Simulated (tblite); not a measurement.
Species: C7H14NOSi (charge -1).
Atom-mapped SMILES: `[CH2:1]=[C:2]([CH3:3])[O:4][SiH-:5][N:6]1[CH2:7][CH2:8][CH2:9][CH2:10]1` (hydrogens: H11, H12 on C1; H13, H14, H15 on C3; H16 on Si5; H17, H18 on C7; H19, H20 on C8; H21, H22 on C9; H23, H24 on C10)

Geometry (GFN2-xTB, Å), atoms numbered from 1 in this order:
```
atom  x, y, z in Å
C1    -3.608   -0.998   -0.498
C2    -2.533   -0.490    0.125
C3    -2.274    0.994    0.132
O4    -1.669   -1.255    0.739
Si5   -0.321   -0.736    1.715
N6     0.738   -0.008    0.474
C7     2.013    0.441    0.913
C8     2.702    0.995   -0.352
C9     1.967    0.288   -1.504
C10    0.987   -0.654   -0.779
H11   -4.313   -0.364   -1.010
H12   -3.803   -2.057   -0.508
H13   -3.048    1.538   -0.408
H14   -2.226    1.325    1.171
H15   -1.300    1.193   -0.310
H16    0.217   -2.152    1.760
H17    2.633   -0.386    1.330
H18    1.894    1.183    1.706
H19    2.571    2.077   -0.413
H20    3.773    0.782   -0.354
H21    2.647   -0.257   -2.162
H22    1.414    1.012   -2.108
H23    1.472   -1.648   -0.657
H24    0.054   -0.803   -1.329
```

Level: GFN2-xTB in tblite, geometry and Hessian alike; calculated harmonic values, unscaled, isolated species. Against measured fundamentals such values can be off by several per cent, at times by over 20. Modes of hydrogen on silicon can be 10 to 20 % off. One conformer, not necessarily the lowest.

Harmonic wavenumbers (cm⁻¹): 38.7, 42.0, 62.8, 83.9, 126.4, 148.8, 165.5, 203.3, 248.0, 296.6, 373.8, 427.2, 453.3, 499.1, 584.7, 636.8, 674.4, 694.0, 714.1, 733.5, 741.6, 848.5, 869.5, 898.8, 954.5, 982.8, 986.5, 1001.6, 1028.1, 1037.2, 1043.4, 1092.6, 1096.3, 1171.0, 1175.1, 1188.4, 1226.0, 1243.9, 1290.1, 1294.8, 1315.8, 1320.9, 1329.9, 1377.0, 1419.3, 1454.4, 1483.5, 1486.6, 1499.8, 1507.9, 1515.4, 1677.9, 1730.8, 2648.2, 2682.3, 2931.9, 2949.5, 2952.0, 2954.8, 2962.3, 2976.5, 2980.5, 2998.6, 3022.8, 3080.2, 3104.1.

A = 2159, B = 689.5, C = 617.7 MHz; mass 156.084 u (most abundant isotopes); point group C1, symmetry number 1.

What is the zero-point energy?

Half the sum of the wavenumbers: 42870 cm⁻¹ = 122.57 kcal/mol.

Entropy at 298.15 K, 1 bar (ideal gas, RRHO, classical rotation)?

Translation 41.07, rotation 30.24, vibration 39.53: S = 110.8 cal/(mol K).

And Cp and H(298.15 K) − H(0)?

Cp = 45.74 cal/(mol K), of which vibrations give 37.79 (their classical limit is 66 R = 131.2); H(298.15 K) − H(0) = 8.23 kcal/mol without the zero-point energy, 5.86 from vibrations.

What must be added to the electronic energy to get the Gibbs energy at 298.15 K and 1 bar?

ZPE + [H(298.15 K) − H(0)] − T·S = 122.57 + 8.23 − 33.05 = 97.75 kcal/mol.

Which modes carry the vibrational entropy at 298.15 K?

38.7 cm⁻¹: 5.32; 42.0 cm⁻¹: 5.16; 62.8 cm⁻¹: 4.37; 83.9 cm⁻¹: 3.80; 126.4 cm⁻¹: 3.00; 148.8 cm⁻¹: 2.69 cal/(mol K); the other 60 give 15.19 together.

Blend soft modes into free rotors: weight 1/[1 + (100 cm⁻¹/ν̃)⁴] for the oscillator and the rest for a rotor with moment μB/(μ + B), μ = h/(8π²ν), B = 10⁻⁴⁴ kg m². What vibrational entropy results?

35.07 cal/(mol K) in place of 39.53, which changes −T·S at 298.15 K by +1.33 kcal/mol.

Hindered rotation and anharmonicity are outside this model. Other conformers, if any are populated, would add a mixing term that is left out. The structure is chiral; the term R ln 2 for an equal mix with its mirror image is left out.
